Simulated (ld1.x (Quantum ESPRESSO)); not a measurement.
## Ranking TM potentials for C

All share these settings but for the change named:

ld1.x (Quantum ESPRESSO) 7.5 input, shortened:

```
&input
   title='C', zed=6., rel=1, dft='PBE', iswitch=3,
   config='[He] 2s2 2p1 3d-2'
 /
 &inputp
   pseudotype=2, tm=.true., lloc=2,
   nlcc=.true.
 /
3
2S  1  0   2.00   0.00  0.85  0.85  0.0
2P  2  1   1.00   0.00  1.30  1.30  0.0
3D  3  2  -2.00   0.25  1.10  1.10  0.0
 &test
   configts(1)='2s2 2p1'
 /
```

Test errors are all-electron minus pseudo excitation energies from the reference, over 2s2 2p2; 2s2 2p0; 2s1 2p0; 2s2 2p1.5; 2s0 2p4; 2s1 2p3; 2s1 2p2. None of these files shows a bound ghost.

The base gives 130.2 meV.

Of 6 variants that were run, those that failed, showed a ghost or another fault, or gave nearly equal values are left out.

A variant can come out equal or close to the base, since the largest error may sit in a test that the change hardly touches while other tests move.

(1) Rank these variants by their largest absolute test error, smallest first.
A. wave 2s (bound): rc 0.85 bohr becomes 2s (bound): rc 1.16 bohr
B. wave 2p (bound): rc 1.30 bohr becomes 2p (bound): rc 1.94 bohr
C. functional PBEsol

## Answers

(1) C (116.3 meV), A (132.5 meV), B (322.5 meV).
